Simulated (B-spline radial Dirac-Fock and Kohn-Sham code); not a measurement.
Dipole and non-dipole photoemission parameters of Cl 2s

System: the free chlorine atom, configuration [Ne] 3s2 3p5; threshold 270.0 eV (tabulated edge). Level of theory: Dirac-Hartree-Slater photoionisation with a Latter tail; cross sections with all multipoles, angular parameters from the dipole term and its interference with E2; a B-spline atomic structure program.

For linearly polarised light dσ/dΩ = σ/(4π) [1 + β P₂(cos θ) + (δ + γ cos²θ) sin θ cos φ], with θ from the polarisation vector and φ the angle between the beam and the projection of the electron momentum on the plane normal to the polarisation.

```
hν (eV)  σ (kb)      β       γ
    299     334  2.000   0.479
    600     130  2.000  -0.044
    918    61.1  2.000   0.015
   1260    32.7  2.000   0.142
   1370    27.5  2.000   0.184
   1840    14.6  2.000   0.354
   1890    13.8  2.000   0.371
   2100    10.9  2.000   0.441
   2560    6.91  2.000   0.582
   4000    2.36  2.000   0.956
   4040       ?      ?       ?
   4940    1.38  2.000   1.158
 5414.7    1.09  2.000   1.252
   5640   0.982  2.000   1.295
   7420   0.475  2.000   1.603
 8047.8   0.381  2.000   1.701
 9251.7   0.260  2.000   1.877
  15000  0.0668  1.999   2.569
```

Question: Give the values at 4040 eV.

Answer: σ = 2.30 kb, β = 2.000, γ = 0.965. For an s subshell δ is negligible.

Values without a named source are computed, but for edge energies of neutral atoms, which are taken from tables.
